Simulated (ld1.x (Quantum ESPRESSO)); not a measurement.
## Before and after: PAW potential for vanadium (V)

V (Z = 23), PAW, made with ld1.x (Quantum ESPRESSO) 7.5 (LDA (PZ), scalar-relativistic). Core [Ar], reference 3d3 4s2 4p0. Waves: 4s (bound): rcut 2.30, rcutus 2.85 bohr; 4s channel at 0.05 Ry: rcut 2.30, rcutus 2.85 bohr; 4p (bound, empty): rcut 2.60, rcutus 2.85 bohr; 4p channel at 2.25 Ry: rcut 2.60, rcutus 2.85 bohr; 3d (bound): rcut 1.85, rcutus 2.40 bohr; 3d channel at 1.9 Ry: rcut 1.85, rcutus 2.40 bohr. Local part: all-electron potential smoothed inside 1.80 bohr (lloc = -1). Core correction: Bessel-smoothed model core inside 2.50 bohr. Augmentation charge: PSQ, radius 2.00 bohr.

Change: local potential all-electron potential smoothed inside 1.85 bohr (lloc = -1).

Cutoffs: the cutoffs (Ry, on a coarse ladder) from which the occupation-weighted sum of valence levels, in a spherical-Bessel basis at the reference potential, stays within 10 and 1 mRy of its value at 400 Ry; they do not see the model core or the augmentation charge, which bear on the density cutoff. Errors are all-electron minus pseudo energies relative to the spin-unpolarised reference configuration.

Task: What does the change do?

Result: The potential gets neither clearly harder nor softer (18 Ry and 25 Ry → 18 Ry and 25 Ry); of the 9 tests that both files solve, the error grows in 1 and shrinks in 0 by more than 15 % and 0.3 meV (median size 2.3 → 2.5 meV); the range in which the s phases agree narrows (upper end at the end of the scan → 0.4); neither file shows a bound ghost at the reference potential, the only one tested.

| quantity | base | changed |
| --- | --- | --- |
| cutoff, loose | 18 Ry | 18 Ry |
| cutoff, tight | 25 Ry | 25 Ry |
| bound ghosts | none | none |
| error for 3d3 4s1 4p0, meV [ΔE 7.94 eV] | -1.4 | -1.6 |
| error for 3d3 4s0 4p0, meV [ΔE 22.49 eV] | -11 | -11 |
| error for 3d2 4s0 4p0, meV [ΔE 51.64 eV] | -547 | -547 |
| error for 3d3 4s1 4p1, meV [ΔE 3.41 eV] | -0.5 | -0.5 |
| error for 3d3.5 4s1.5 4p0, meV [ΔE 0.03 eV] | -21 | -23 |
| error for 3d3 4s1.5 4p0, meV [ΔE 3.18 eV] | -0.4 | -0.4 |
| error for 3d1 4s0 4p0, meV [ΔE 97.78 eV] | -2799 | -2799 |
| error for 3d3 4s2 4p0 (spin-polarised), meV [ΔE -1.63 eV] | -0.6 | -1.9 |
| error for 3d3 4s1 4p0 (spin-polarised), meV [ΔE 5.57 eV] | -2.3 | -2.5 |
| s: phases at 3.11 bohr within 0.05 rad from the reference energy up to (Ry; the scan ends near 5) | to the end of the scan | 0.4 |
| p: phases at 3.11 bohr within 0.05 rad from the reference energy up to (Ry; the scan ends near 5) | 3.5 | 3.5 |
| d: phases at 3.11 bohr within 0.05 rad from the reference energy up to (Ry; the scan ends near 5) | 4.3 | 4.2 |
| lowest overlap eigenvalue by channel | s 0.31, p 0.59, d 0.84 | s 0.32, p 0.59, d 0.84 |

Changed file: These tests converged, but a pseudo level misses the all-electron one widely, so the file describes the atom poorly there or has found another state: 3d2 4s0 4p0: empty 4s by 5.5 eV (a node warning on the way).
